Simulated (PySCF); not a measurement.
# Radial density of Zn⁺ (zinc, charge +1)

wB97M-V, [Ar] 3d10 4p1, 2P determinant (an excited configuration). Calculation: PySCF 2.14, in aug-cc-pwCVDZ-PP with ECP10MDF; scalar relativity through the core potential. This is the valence pseudo-density: the core potential removes the inner electrons and smooths the orbitals near the nucleus.

```tsv
r (bohr)	4πr²ρ (e/bohr)	4πr²(ρα − ρβ)
0.00638	1.187e-05	0.0000
0.0107	3.354e-05	0.0000
0.0181	0.0001011	0.0000
0.0304	0.0004697	0.0000
0.0511	0.005125	0.0000
0.0859	0.07219	-0.0001
0.145	0.7238	-0.0009
0.243	4.561	-0.0010
0.409	17.84	0.0208
0.688	22.75	0.0073
1.16	7.288	0.0354
1.95	1.241	0.3099
3.27	0.3499	0.2980
5.51	0.05428	0.0541
9.26	0.0002462	0.0002
```

Energies and moments cover only the electrons outside the core potential.
